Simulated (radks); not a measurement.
Values are calculated unless marked as measured or tabulated.
The nuclear charge of the iodine ion I2+ is varied continuously with 51 electrons held in [Kr] 4d10 5s2 5p3. Code: a radial shooting solver on a logarithmic mesh with Libxc functionals. Model: Dirac Kohn-Sham, PBE, spin-unpolarised, spherical densities, finite nucleus; open shells fill j = l - 1/2 first; Fermi nuclear charge, rms radius 4.75 fm. By the Hellmann-Feynman theorem dE/dZ = E(electron-nucleus)/Z, the electronic potential at the nucleus (averaged over a nucleus of fixed radius).

\begin{tabular}{lrrrrr}
Z & E (hartree) & E(electron-nucleus)/Z (hartree) & HOMO & e(HOMO) (eV) & <r> HOMO (bohr) \\ \hline
52.5 & -6955.92063 & -321.428 & 5p3/2 & -18.371 & 2.366 \\
53 & -7117.69757 & -325.681 & 5p3/2 & -23.924 & 2.238 \\
53.5 & -7281.60313 & -329.942 & 5p3/2 & -29.884 & 2.129 \\
54 & -7447.64140 & -334.212 & 5p3/2 & -36.234 & 2.035 \\
\end{tabular}

The central difference of E at Z = 53 is -325.682 hartree, to compare with the third column; the second derivative is -8.51 hartree.
